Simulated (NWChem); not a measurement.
**Lowest excitation of H2BrGa**

SMILES: [GaH2][Br]
```xyz
4

Ga     0.0000     0.0000    -1.1721
H     -1.4096     0.0000    -1.8448
H      1.4096     0.0000    -1.8448
Br     0.0000     0.0000     1.1436
```
Charge 0, spin multiplicity 1.

Everything below was run with NWChem. All single points use one geometry, from B3LYP/def2-SVP, a minimum by its harmonic frequencies.

Basis set: def2-SVPD.

The Hamiltonian is non-relativistic. The correlated methods keep 18 core orbitals frozen. B3LYP has NWChem's definition, with VWN1-RPA local correlation. The structure started from a generated list of species. Coupled-cluster values serve here as a point of comparison, not as the truth.

Question: For the lowest vertical singlet excitation energy, TD-PBE gives 4.14 eV and EOM-CCSD gives 5.18 eV. What do CIS, TD-B3LYP, TDA-CAM-B3LYP give?

Answer: CIS: 6.11 eV; TD-B3LYP: 4.51 eV; TDA-CAM-B3LYP: 4.88 eV.
